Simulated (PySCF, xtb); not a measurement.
ZrH₄, SMILES [ZrH4], multiplicity 1.

GFN2-xTB (xtb) at its own geometry gives an orbital gap of 3.35 eV and a dipole moment of 0.00 D.

The structure is a stationary point at r2SCAN-D4/def2-TZVPD. The spin state was assumed, not searched. The def2 effective core potentials stand for the cores of Zr; spin–orbit coupling is left out.

What does PBE/def2-TZVPD run with PySCF give? (Estimate from the structure and the level; the computed values follow.)

gap 3.71 eV (levels -7.20 and -3.50 eV), dipole 0.00 D.
